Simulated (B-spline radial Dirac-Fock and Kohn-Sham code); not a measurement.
Relativistic shifts of the levels of Er⁶⁺

System: erbium as Er⁶⁺, [Kr] 4d10 4f10 5s2 5p4.

Both columns are ΔSCF binding energies of the configuration average from a radial finite-basis atomic code: non-relativistic Hartree-Fock with a point nucleus, and Dirac-Fock with a finite nucleus and the Coulomb interaction alone, averaged over the two j levels with weights 2j+1.

| shell | Hartree-Fock (eV) | Dirac-Fock (eV) | shift (eV) | shift (%) |
| --- | --- | --- | --- | --- |
| 1s | 53947.9 | 57844.8 | +3896.87 | +7.22 |
| 2s | 8872.1 | 9888.4 | +1016.39 | +11.46 |
| 2p | 8452.6 | 8782.9 | +330.33 | +3.91 |
| 3s | 2085.2 | 2329.9 | +244.73 | +11.74 |
| 3p | 1894.8 | 1984.0 | +89.20 | +4.71 |
| 3d | 1543.9 | 1529.2 | -14.72 | -0.95 |
| 4s | 498.3 | 557.1 | +58.83 | +11.81 |
| 4d | 279.7 | 276.2 | -3.47 | -1.24 |
| 4f | 106.1 | 100.00 | -6.08 | -5.73 |
| 5s | 130.7 | 141.1 | +10.40 | +7.96 |
| 5p | 107.0 | 109.8 | +2.80 | +2.62 |

Relativity binds 1s, 2s, 2p, 3s, 3p, 4s, 5s, 5p more strongly, among those listed most of all 4s in relative terms, and 3d, 4d, 4f more weakly, because the contracted s and p shells screen the nucleus better.

Values without a named source are computed, but for edge energies of neutral atoms, which are taken from tables.
